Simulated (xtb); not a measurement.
xtb input (GFN2-xTB):

```bash
xtb mol.xyz --gfn 2 --ohess tight --chrg -1 --uhf 0
```
mol.xyz:
```
7

O     -1.25182469    -0.66250845     0.65174450
Si    -0.04694814    -0.21754072    -0.54676705
O     -0.03133645     1.52049155    -0.29917168
O      1.38058104    -0.57142322     0.38519878
H     -0.83075782    -0.81286102     1.42267714
H     -0.62994858     1.68532916     0.44251566
H      1.67199558     0.21599409     0.85733283
```

End of the output:

```
       2    172.49    -0.71799 ( 99.30%)    -0.68938 (  0.70%)    -0.71779
       3    214.16    -0.59865 ( 99.70%)    -0.62535 (  0.30%)    -0.59873
   ------------------------------------------------------------------------

   temp. (K)  partition function   enthalpy   heat capacity  entropy
                                   cal/mol     cal/K/mol   cal/K/mol   J/K/mol
 298.15  VIB   12.2                 2260.198     15.318     12.546
         ROT  0.211E+05              888.752      2.981     22.768
         INT  0.257E+06             3148.950     18.299     35.314
         TR   0.681E+27             1481.254      4.968     39.002
         TOT                        4630.2042    23.2669    74.3155   310.9360

       T/K    H(0)-H(T)+PV         H(T)/Eh          T*S/Eh         G(T)/Eh
   ------------------------------------------------------------------------
    298.15    0.737870E-02    0.438749E-01    0.353097E-01    0.856520E-02
   ------------------------------------------------------------------------

         :::::::::::::::::::::::::::::::::::::::::::::::::::::
         ::                  THERMODYNAMIC                  ::
         :::::::::::::::::::::::::::::::::::::::::::::::::::::
         :: total free energy         -15.695809241085 Eh   ::
         ::.................................................::
         :: total energy              -15.704374443672 Eh   ::
         :: zero point energy           0.036496187092 Eh   ::
         :: G(RRHO) w/o ZPVE           -0.027930984505 Eh   ::
         :: G(RRHO) contrib.            0.008565202588 Eh   ::
         :::::::::::::::::::::::::::::::::::::::::::::::::::::

optimized geometry written to: xtbopt.xyz

           -------------------------------------------------
          | TOTAL ENERGY              -15.704374443672 Eh   |
          | TOTAL ENTHALPY            -15.660499556571 Eh   |
          | TOTAL FREE ENERGY         -15.695809241085 Eh   |
          | GRADIENT NORM               0.000184995991 Eh/α |
          | HOMO-LUMO GAP               5.249215123614 eV   |
Note: The following floating-point exceptions are signalling: IEEE_DENORMAL
normal termination of xtb
           -------------------------------------------------

------------------------------------------------------------------------
------------------------------------------------------------------------
 total:
 SCF:
 ANC optimizer:
 analytical hessian:
```

It need not be the lowest isomer of its formula. Whether it binds its extra electron was not tested at this geometry.
